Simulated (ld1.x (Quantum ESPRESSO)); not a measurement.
# An all-electron radial function and its pseudo partner (fluorine (F))

Columns: radius, all-electron u(r) and pseudo u(r) of the 2s shell (level -30.39 eV) of fluorine in the configuration [He] 2s1 2p6; BP86, non-relativistic, TM scheme, ld1.x (Quantum ESPRESSO) 7.5.

```
r (bohr)  all-electron   pseudo
   0.065        0.4261  -0.0810
   0.130        0.4031  -0.1656
   0.195        0.1954  -0.2573
   0.260       -0.0664  -0.3593
   0.325       -0.3202  -0.4728
   0.390       -0.5391  -0.5959
   0.455       -0.7140  -0.7210
   0.520       -0.8447  -0.8362
   0.585       -0.9352  -0.9282
   0.650       -0.9912  -0.9889
   0.715       -1.0191  -1.0188
   0.780       -1.0244  -1.0244
   0.845       -1.0125  -1.0125
   0.910       -0.9877  -0.9877
   0.975       -0.9536  -0.9536
   1.040       -0.9129  -0.9129
   1.105       -0.8681  -0.8681
   1.170       -0.8209  -0.8209
   1.235       -0.7726  -0.7726
   1.300       -0.7244  -0.7244
   1.365       -0.6769  -0.6769
   1.430       -0.6307  -0.6307
   1.495       -0.5862  -0.5862
   1.560       -0.5437  -0.5437
   1.625       -0.5034  -0.5034
   1.690       -0.4653  -0.4653
```

How many radial nodes do the two functions have?

The all-electron 2s function has n − l − 1 = 1; the pseudo-wave has 0, since the states of the same l below it are removed with the core.

At about which radius was the pseudo-wave matched?

0.80 bohr. The columns agree to 0.0005 from 0.71 bohr on; several derivatives are matched, so the curves merge somewhat inside the radius.

Is the pseudo-wave norm-conserving?

Yes: the TM scheme keeps the norm inside the radius equal to the all-electron one, which fixes the energy derivative of the logarithmic derivative at the level.
